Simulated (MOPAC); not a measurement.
A run for MOPAC: PM6 on VC, 2S+1 = 4, a spin state set in the input, which need not be the lowest, a point of a bond scan (R = 1.798 Å).

```
PM6 1SCF PRECISE CHARGE=0 UHF MS=1.5 THREADS=1
CV

V      0.00000000 1     0.00000000 1     0.00000000 1
C      0.00000000 1     0.00000000 1     1.79752200 1
```

Output:

```
*******************************************************************************
 **                                                                           **
 **                              MOPAC v23.2.5                                **
 **                                                                           **
 *******************************************************************************
 ** MOPAC's Digital Object Identifier: https://doi.org/10.5281/zenodo.6511958 **
 **                                                                           **
 ** Please cite the open-source release paper for use of this MOPAC version:  **
 ** J. E. Moussa and J. J. P. Stewart (2026)                                  **
 ** MOPAC: An open-source semiempirical molecular orbital program             **
 ** J. Open Source Softw., 11(119), 8025, https://doi.org/10.21105/joss.08025 **
 *******************************************************************************

                              PM6 CALCULATION RESULTS

 *******************************************************************************
 *  PM6        - The PM6 Hamiltonian to be used
 *  UHF        - UNRESTRICTED HARTREE-FOCK CALCULATION
 *
 *
 *
 *                 CHARGE ON SYSTEM = 0
 *
 *
 *
 *  MS=        - IN MECI, MAGNETIC COMPONENT OF SPIN =  1.5
 *  PRECISE    - TIGHTER CRITERIA TO BE USED
 *  1SCF       - DO 1 SCF AND THEN STOP
 *  THREADS=1  - MULTI-THREADING NOT USED
 *  T=         - A TIME OF 172800.0 SECONDS REQUESTED
 *  DUMP=N     - RESTART FILE WRITTEN EVERY 7200.0 SECONDS REQUESTED
 *******************************************************************************
PM6 1SCF PRECISE CHARGE=0 UHF MS=1.5 THREADS=1
 CV

   ATOM   CHEMICAL          X               Y               Z
  NUMBER   SYMBOL      (ANGSTROMS)     (ANGSTROMS)     (ANGSTROMS)

     1       V          0.00000000  *   0.00000000  *   0.00000000  *
     2       C          0.00000000  *   0.00000000  *   1.79752200  *



          CARTESIAN COORDINATES

    NO.       ATOM           X           Y           Z

     1         V          0.0000      0.0000      0.0000
     2         C          0.0000      0.0000      1.7975

 General Reference for PM6:
 "Optimization of Parameters for Semiempirical Methods V: Modification of NDDO Approximations
 and Application to 70 Elements", J. J. P. Stewart, J. Mol. Mod., 13, 1173-1213 (2007)
 URL: https://link.springer.com/article/10.1007/s00894-007-0233-4

           Empirical Formula: C V  =     2 atoms



      MOLECULAR POINT GROUP   :   C*v


          UHF CALCULATION, NO. OF ALPHA ELECTRONS =    6
                           NO. OF BETA  ELECTRONS =    3

 -------------------------------------------------------------------------------
 PM6 1SCF PRECISE CHARGE=0 UHF MS=1.5 THREADS=1
 CV



     1SCF WAS SPECIFIED, SO BFGS WAS NOT USED
     SCF FIELD WAS ACHIEVED


                              PM6 CALCULATION
                                                       MOPAC v23.2.5 Linux




          FINAL HEAT OF FORMATION =        226.71279 KCAL/MOL =     948.56631 KJ/MOL


          COSMO AREA              =         92.30 SQUARE ANGSTROMS
          COSMO VOLUME            =         80.39 CUBIC ANGSTROMS

          IONIZATION POTENTIAL    =          6.710521 EV
          ALPHA SOMO LUMO (EV)    =         -7.195  0.039
          BETA  SOMO LUMO (EV)    =         -6.711  0.258
          NO. OF ALPHA ELECTRONS  =          6
          NO. OF BETA  ELECTRONS  =          3
          MOLECULAR WEIGHT        =         62.9525         POINT GROUP:  C*v

          MOLECULAR DIMENSIONS (Angstroms)

            Atom       Atom       Distance
            C     2    V     1     1.79752
            C     2    V     1     0.00000
            V     1    C     2     0.00000


          SCF CALCULATIONS        =          1





   ATOM   CHEMICAL          X               Y               Z
  NUMBER   SYMBOL      (ANGSTROMS)     (ANGSTROMS)     (ANGSTROMS)

     1       V          0.00000000  *   0.00000000  *   0.00000000  *
     2       C          0.00000000  *   0.00000000  *   1.79752200  *

                             CARTESIAN COORDINATES

   1    V        0.000000000     0.000000000     0.000000000
   2    C        0.000000000     0.000000000     1.797522000


           Empirical Formula: C V  =     2 atoms



      MOLECULAR POINT GROUP   :   C*v


          ALPHA EIGENVALUES
 -17.77030  -8.62577  -8.12395  -8.09803  -7.47672  -7.19465   0.03923   0.65368
   0.72558   0.98836   1.28870   1.77723   4.43174


           BETA EIGENVALUES
 -16.17986  -7.27964  -6.71052   0.25783   0.31994   0.50309   1.28388   1.35908
   1.35939   2.24152   3.57446   3.60454   4.73918


              NET ATOMIC CHARGES AND DIPOLE CONTRIBUTIONS

  ATOM NO.   TYPE          CHARGE      No. of ELECS.   s-Pop       p-Pop       d-Pop
    1          V          -0.225744        5.2257     1.39768     0.43062     3.39744
    2          C           0.225744        3.7743     1.62842     2.14584
 DIPOLE           X         Y         Z       TOTAL
 POINT-CHG.     0.000     0.000     1.949     1.949
 HYBRID         0.000    -0.000    -3.410     3.410
 SUM            0.000    -0.000    -1.461     1.461


          ATOMIC ORBITAL ELECTRON POPULATIONS

     Atom    s        px        py        pz      x^2-y^2     xz        z^2       yz        xy
    1  V   1.39768   0.07974   0.09634   0.25453   0.85482   0.90443   0.62411   0.50969   0.50440
    2  C   1.62842   0.75392   0.65588   0.73605


                    (SZ)    =    1.500000
                    (S**2)  =    4.954275


          ATOMIC ORBITAL SPIN POPULATIONS

    Atom   Total    s     px     py     pz   x^2-y^2  xz     z^2    yz     xy
         Atomic
    1  V  1.0204 -0.205  0.080  0.096 -0.076  0.807 -0.515  0.486  0.006  0.342
    2  C  1.9796  0.038  0.697  0.636  0.609

 **********************
 *                    *
 * JOB ENDED NORMALLY *
 *                    *
 **********************




 == MOPAC DONE ==
```

The run finished. Its determinant has ⟨S²⟩ = 4.95, a mixture of spin states.

Cost: around 0.04 core-seconds (rough).
